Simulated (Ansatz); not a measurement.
Two isomers of C8H16O2: A = `COC1(OC)CCCCC1`, B = `CCCCC(=O)OC(C)C`.

Gas-phase electronic energies from Ansatz, PBE0-D4/def2-TZVP geometries. CCSD(T)/CBS adds triple-zeta CCSD(T) − MP2 to the extrapolated MP2 energy (def2 sets, frozen cores). Functionals use def2-TZVPP. Each species was taken in one conformer, which may not be the lowest.

A:

Z-matrix (Å, degrees):
```
C
O 1 1.408
H 1 1.094 2 111.7
H 1 1.096 2 112.0 3 122.5
H 1 1.090 2 106.6 3 -119.0
C 2 1.408 1 116.1 3 -46.3
C 6 1.523 2 112.9 1 -56.1
O 6 1.412 2 110.7 1 61.2
C 6 1.523 2 105.1 1 -176.7
C 7 1.523 6 111.9 2 -171.5
H 7 1.092 6 109.1 2 66.5
H 7 1.095 6 107.5 2 -50.1
C 8 1.407 6 116.1 2 61.5
C 9 1.520 6 111.9 2 177.3
H 9 1.092 6 109.3 2 -58.3
H 9 1.094 6 107.0 2 56.5
C 10 1.521 7 111.7 6 54.5
H 10 1.094 7 108.8 6 -66.4
H 10 1.094 7 109.6 6 177.2
H 13 1.094 8 111.7 6 -45.6
H 13 1.090 8 106.7 6 -164.6
H 13 1.096 8 112.0 6 76.9
H 14 1.096 9 109.6 6 64.3
H 14 1.094 9 109.7 6 -178.8
H 17 1.094 10 110.2 7 -177.5
H 17 1.098 10 109.4 7 65.6
```

B:

```xyz
26

C     0.147   -1.794   -2.878
C    -0.427   -0.580   -2.170
C     0.622    0.485   -1.892
C     0.058    1.716   -1.190
C    -0.558    1.407    0.147
O    -1.684    1.683    0.470
O     0.316    0.783    0.949
C    -0.149    0.399    2.258
C     1.077    0.323    3.136
C    -0.897   -0.912    2.164
H     0.589   -1.518   -3.839
H     0.932   -2.264   -2.278
H    -0.620   -2.547   -3.069
H    -0.889   -0.892   -1.226
H    -1.234   -0.146   -2.770
H     1.078    0.802   -2.836
H     1.426    0.060   -1.285
H    -0.717    2.193   -1.793
H     0.856    2.447   -1.027
H    -0.826    1.182    2.608
H     0.790    0.058    4.155
H     1.770   -0.437    2.766
H     1.597    1.282    3.162
H    -1.238   -1.221    3.154
H    -0.247   -1.695    1.765
H    -1.771   -0.812    1.519
```

Q: Which is lower in electronic energy at CCSD(T)/CBS, and by how much? (An estimate is asked.)

A: The calculation gave: B, by 21.0 kcal/mol.

Q: Give E(B) − E(A) in kcal/mol with CCSD(T)/def2-SVP, r2SCAN-D4, ωB97M-V, PBE-D4, B2PLYP, CCSD/def2-TZVPP, CCSD(T)/def2-TZVPP. (An estimate is asked.)

A: Computed: CCSD(T)/def2-SVP -22.1, r2SCAN-D4 -24.0, ωB97M-V -21.3, PBE-D4 -24.2, B2PLYP -26.2, CCSD/def2-TZVPP -21.2, CCSD(T)/def2-TZVPP -21.1. None reverses the order clearly.

Largest T1 diagnostic: 0.012.

From PBE to PBE0 (25 % exact exchange), in def2-TZVPP and without D4, E(B) − E(A) moves by +3.5 kcal/mol. Leaving LDA and LC-ωPBE aside and taking each functional with its dispersion term where it has one, the values, not all of them listed here, spread over 6.8 kcal/mol, from BLYP-D4 to PBE-QIDH. LDA lies +11.5 kcal/mol from PBE without D4.
